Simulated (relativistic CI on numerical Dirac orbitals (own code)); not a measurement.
**One change at a time: Nd²¹⁺**

Base calculation: Dirac-Coulomb-Breit CI, separate exchange-only KLI orbitals for each configuration, model QED (radiative potential, 1s self-energy scaled to tabulated hydrogen-like ionisation energies), unscaled Slater integrals.

Configuration list (outside the closed core [Ar] 3d10): 4s²4p⁶4d³, 4s²4p⁵4d⁴, 4s²4p⁶4d²4f, 4s4p⁶4d⁴, 4s²4p⁶4d²5s, 4s4p⁶4d³4f, 4s²4p⁶4d²5p, 4s²4p⁶4d4f5s, 4s²4p⁶4d²5d, 4s²4p⁵4d³5s, 4s²4p⁶4d4f², 4s²4p⁶4f³, 4s²4p⁶4f²5s, 4s4p⁶4d4f³, 4s²4p⁶4f²5p, 4s²4p⁶4d5s², 4s²4p⁶4f5s², 4s4p⁶4d4f5s², 4s²4p⁶5s²5p. Double excitations out of closed p, d and f shells are left out; levels of such configurations are missing from the list, as are those of other unlisted configurations, and high levels can miss mixing partners. These lack a partner that the ground configuration has and come out too high: 4s²4p⁶4d²5d, 4s²4p⁵4d³5s.

Variants: (1) P86 correlation estimate; (2) one mean potential for all configurations; (3) only the first configuration. Shifts of the energy above 4s²4p⁶4d³ ⁴F3/2, in cm⁻¹, for the lowest level and the first level of each name with at least 55 % of one term (blank where a level changes its place among those of its configuration and J or its character, or is not in the variant):

| Level | Base | Δ(1) | Δ(2) | Δ(3) |
| --- | --- | --- | --- | --- |
| 4s²4p⁶4d³ ⁴F3/2 | 0 | 0 | 0 | 0 |
| 4s²4p⁶4d³ ⁴F5/2 | 27267 | -1 | -1 | -849 |
| 4s²4p⁶4d³ ⁴F7/2 | 44341 | -1 | -2 | -849 |
| 4s²4p⁶4d³ ⁴P1/2 | 53852 | +2 | -4 | +2515 |
| 4s²4p⁶4d³ ²G7/2 | 80532 | 0 | -4 | -412 |
| 4s²4p⁶4d³ ⁴P5/2 | 81531 | +2 | -6 | +2920 |
| 4s²4p⁶4d³ ²P1/2 | 100056 | +2 | -8 | +2342 |
| 4s²4p⁶4d³ ²H11/2 | 109943 | -2 | -4 | -2447 |
| 4s²4p⁶4d³ ²D5/2 | 113621 | +3 | -7 | +3931 |
| 4s²4p⁶4d³ ²F5/2 | 123599 | +3 | -7 | +3162 |
| 4s²4p⁶4d³ ²F7/2 | 129542 | +2 | -7 | +2477 |
| 4s²4p⁶4d³ ²P3/2 | 139892 | +2 | -11 | +2741 |
| 4s²4p⁵4d⁴ ⁶D°5/2 | 826661 | +1125 | -168 |  |
| 4s²4p⁵4d⁴ ⁶D°7/2 | 832619 | +1125 | -166 |  |
| 4s²4p⁵4d⁴ ⁶D°9/2 | 840600 | +1125 | -167 |  |
| 4s²4p⁵4d⁴ ⁶D°1/2 | 846076 | +1124 | -169 |  |
| 4s²4p⁵4d⁴ ⁶F°11/2 | 869831 | +1124 | -175 |  |
| 4s²4p⁵4d⁴ ⁴D°1/2 | 894452 | +1122 | -176 |  |
| 4s²4p⁵4d⁴ ⁴I°15/2 | 924323 | +1124 | -179 |  |

At this charge energies of transitions that change n are usually good to better than 1 %, and those within a shell (Δn = 0) to a few per cent. Terms inside the open d or f shell come out 10 to 20 % too wide with unscaled integrals.

Ionisation energy from the two ground configurations alone: base 638.558 eV; P86 correlation estimate 640.39 eV. The NIST ASD value (theoretical) is 638 eV.

LS names give the leading component of a level, which can be under half, so a name can repeat, a term be missing and a line seem to break the LS rules.
